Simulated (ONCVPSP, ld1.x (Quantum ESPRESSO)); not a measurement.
**Potentials for B (Z = 5) compared**

Generated with ld1.x 7.5 (TM, RRKJ, ultrasoft, PAW), atompaw 4.2 or ONCVPSP 4.0.1. The cutoff is in Ry: for ld1.x and atompaw files where the sum of valence levels is converged to 10 mRy in a Bessel basis, for ONCV files where the hardest occupied wave has 1 mHa per electron of residual kinetic energy. The error is the largest all-electron minus pseudo excitation energy over each file’s own four to seven test configurations (ionisations up to +4, promotions, holes and added fractions of an electron), all of which were solved. The labels leave out finer settings (local radius, basis sizes, second energies), which also bear on the numbers. Spin-polarised tests are not counted. The rows are a selection from randomly drawn settings: files with unsolved tests, undetermined cutoffs or missed reference levels are left out.

| potential | cutoff (Ry) | largest error (meV) | bound ghosts |
| --- | --- | --- | --- |
| ONCV, PBEsol, scalar-relativistic, rc 1.25/3.00/2.75 (spd), local smoothed, core correction yes, reference 2s2 2p0.5, qcut 4.7/5/4.2, projectors 1/2/3 | 24 | +105 | none |
| ONCV, PBEsol, fully relativistic, rc 1.30/3.75/3.75 (spd), local smoothed, core correction yes, reference 2s2 2p1, qcut 6.4/4.6/2.8, projectors 2/2/2 | 26 | +408 | none |
| ONCV, LDA (Perdew-Wang 92), scalar-relativistic, rc 1.46/1.05 (sp), local smoothed, core correction yes, reference 2s1.5, qcut 6/9.4, projectors 2/1 | 26 | -19 | none |
| ultrasoft, PBE, scalar-relativistic, rc 1.35/3.25/2.75 (spd), local d, core correction no, reference 2s1.5 2p1.5 | 12 | +129 | none |

Problem. Fill in the row for B: ONCV, PBE, scalar-relativistic, rc 1.45/2.70/2.95 (spd), local smoothed, core correction yes, reference 2s2 2p1, qcut 4.6/4.8/3.4, projectors 1/3/2.

Solution. cutoff 22 Ry, largest error +197 meV, bound ghosts: none.

Problem. Fill in the row for B: ONCV, PBE, scalar-relativistic, rc 1.15/2.20/2.35 (spd), local smoothed, core correction yes, reference 2s2 2p1, qcut 7.2/6.2/4.5, projectors 1/2/2.

Solution. cutoff 25 Ry, largest error +121 meV, bound ghosts: none.

Problem. Fill in the row for B: ONCV, LDA (Perdew-Zunger), non-relativistic, rc 1.30/2.00 (sp), local smoothed, core correction yes, reference 2s1 2p2, qcut 4/4.4, projectors 1/1.

Solution. cutoff 46 Ry, largest error +252 meV, bound ghosts: none.
